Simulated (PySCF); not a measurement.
Members of one series of related molecules.

All values: CAM-B3LYP/def2-SVPD (PySCF) at PBE0-D3(BJ)/def2-SVP geometries, gas phase, one conformer each. Core orbitals are frozen in the response; Δα² is half the sum of the squared differences of the principal polarisabilities.

Question: Rank by polarisability anisotropy Δα, lowest first.
A. `[CH3:1][NH:2][BH:3][S:4][CH3:5]` with C1–N2–B3–S4 -179°, N2–B3–S4–C5 -178°
B. `[CH3:1][S:2][BH:3][NH:4][SiH3:5]` with C1–S2–B3–N4 178°, S2–B3–N4–Si5 176°
C. `[CH3:1][S:2][BH:3][CH:4]1[CH2:5][CH2:6][CH2:7][CH2:8]1` with C1–S2–B3–C4 -3°, S2–B3–C4–C5 150°, B3–C4–C5–C6 160°, C4–C5–C6–C7 -23°, C5–C6–C7–C8 -3°, C6–C7–C8–C4 28°
D. `[CH3:1][S:2][BH:3][O:4][CH:5]([F:6])[F:7]` with C1–S2–B3–O4 0°, S2–B3–O4–C5 -178°, B3–O4–C5–F6 -134°

Answer: D (3.57 Å³), C (4.84 Å³), A (5.50 Å³), B (6.26 Å³).

Question: Rank by mean static polarisability, lowest first.
A. `FC(F)OBSC`
B. `CSBN[SiH3]`
C. `CSBC1CCCC1`
D. `CNBSC`

Answer: A (9.91 Å³), D (10.69 Å³), B (12.72 Å³), C (15.52 Å³).

Question: Rank by HOMO–LUMO gap, highest first.
A. `CSBOC(F)F`
B. `CNBSC`
C. `CSBC1CCCC1`
D. `CSBN[SiH3]`

Answer: A (9.43 eV), C (9.17 eV), D (9.01 eV), B (8.87 eV).

All values together:

```
    SMILES    formula  μ (D)  HOMO (eV)  LUMO (eV)  α (Å³)  Δα (Å³)  electrons  α per electron (Å³)  ΔSCF removal energy (eV)
CSBN[SiH3]   CH8BNSSi   0.35      -8.16       0.85   12.72     6.26         56                0.227                      8.94
 CSBOC(F)F  C2H5BF2OS   0.82      -8.98       0.45    9.91     3.57         64                0.155                      9.90
CSBC1CCCC1    C6H13BS   1.95      -8.79       0.39   15.52     4.84         70                0.222                      9.56
     CNBSC    C2H8BNS   1.30      -7.77       1.10   10.69     5.50         48                0.223                      8.58
```

Conformers: `[CH3:1][S:2][BH:3][NH:4][SiH3:5]` with C1–S2–B3–N4 178°, S2–B3–N4–Si5 176°; `[CH3:1][S:2][BH:3][O:4][CH:5]([F:6])[F:7]` with C1–S2–B3–O4 0°, S2–B3–O4–C5 -178°, B3–O4–C5–F6 -134°; `[CH3:1][S:2][BH:3][CH:4]1[CH2:5][CH2:6][CH2:7][CH2:8]1` with C1–S2–B3–C4 -3°, S2–B3–C4–C5 150°, B3–C4–C5–C6 160°, C4–C5–C6–C7 -23°, C5–C6–C7–C8 -3°, C6–C7–C8–C4 28°; `[CH3:1][NH:2][BH:3][S:4][CH3:5]` with C1–N2–B3–S4 -179°, N2–B3–S4–C5 -178°.
